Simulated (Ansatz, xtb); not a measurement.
Relative energy of two isomers of C7H9N

We compare I, `C=C[C@@H]1CC[C@@H]1C#N`, a singlet, with II, `C=C[C@@H]1CC[C@H]1C#N`, a singlet. Both are isolated molecules in the gas phase, relaxed with r2SCAN-D4/def2-SVP; the shapes shown needn't be the lowest conformers.

I (Å):

```csv
atom,x (Å),y (Å),z (Å)
C,-0.1781,-2.4717,-0.6585
C,-0.2861,-1.3266,0.0256
C,-1.2454,-0.2360,-0.2996
C,-0.7227,1.2105,-0.5232
C,-1.9828,1.7529,0.1803
C,-2.1810,0.3488,0.8303
C,-1.6062,0.2503,2.1620
N,-1.1233,0.1817,3.2191
H,-0.8196,-2.6834,-1.5217
H,0.5543,-3.2355,-0.3820
H,0.3699,-1.1454,0.8885
H,-1.8939,-0.5341,-1.1406
H,0.1827,1.3926,0.0786
H,-0.5263,1.5189,-1.5613
H,-2.8005,1.9567,-0.5274
H,-1.8745,2.6073,0.8634
H,-3.2070,-0.0547,0.8575
```

II (Å):

```tsv
atom	x (Å)	y (Å)	z (Å)
C	-1.2698	-1.4609	-0.6977
C	-0.6041	-0.3262	-0.4528
C	0.1815	-0.0493	0.7799
C	-0.0145	1.2902	1.5431
C	1.5021	1.3298	1.8222
C	1.6914	0.3588	0.6238
C	2.6964	-0.6842	0.6984
N	3.4828	-1.5371	0.7950
H	-1.8290	-1.6079	-1.6261
H	-1.2743	-2.2842	0.0254
H	-0.6170	0.4797	-1.2017
H	0.1161	-0.8984	1.4810
H	-0.3179	2.0906	0.8482
H	-0.7043	1.2848	2.3999
H	1.7589	0.8320	2.7694
H	2.0268	2.2949	1.7688
H	1.8247	0.9252	-0.3147
```

**Question.** Estimate E(II) − E(I) at the level CCSD(T)/def2-SVP + ΔMP2/def2-TZVPP.

**Answer.** CCSD(T)/def2-SVP + ΔMP2/def2-TZVPP gives E(II) − E(I) = −2.90 kJ/mol, slightly favouring structure II, which is too small a margin to settle the true order.

The same difference at several levels:

| level | geometry | E(II) − E(I) (kJ/mol) | departure from the last row (kJ/mol) | job, with rough time for the two |
| --- | --- | --- | --- | --- |
| GFN2-xTB | GFN2-xTB | −2.95 | −0.05 | optimisation, 0.32 s |
| HF/STO-3G | GFN2-xTB | −4.95 | −2.05 | single point, 0.58 s |
| r2SCAN-D4/def2-SVP//GFN2-xTB | GFN2-xTB | −4.95 | −2.05 | single point, 7.5 s |
| r2SCAN-D4/def2-SVP | r2SCAN-D4/def2-SVP | −3.80 | −0.90 | optimisation, 2.1 min |
| HF/def2-SVP | r2SCAN-D4/def2-SVP | −6.65 | −3.75 | part of the CCSD(T) run |
| MP2/def2-SVP | r2SCAN-D4/def2-SVP | −3.46 | −0.56 | part of the CCSD(T) run |
| CCSD(T)/def2-SVP | r2SCAN-D4/def2-SVP | −4.04 | −1.14 | single point |
| CCSD(T)/def2-SVP + ΔMP2/def2-TZVPP | r2SCAN-D4/def2-SVP | −2.90 |  | single point, 3.4 min |

As drawn, both hold the same kinds of bond in the same numbers.

The largest departure from CCSD(T)/def2-SVP + ΔMP2/def2-TZVPP is that of HF/def2-SVP, 3.75 kJ/mol. The last row adds to CCSD(T) the change of the MP2 difference between the two basis sets, here +1.14 kJ/mol.

With thermal terms from frequencies at re-optimised GFN2-xTB minima (ideal gas, soft modes damped towards free rotors, one conformer each, 298.15 K, 1 atm): the zero-point term adds −0.02 kJ/mol; ΔH is −2.90 and ΔG −3.28 kJ/mol.

The correlated steps freeze 8 core orbitals. Programs: Ansatz 0.2.0, xtb 6.7.1; the last row on 2 threads of Arm Neoverse V2 on a shared host.
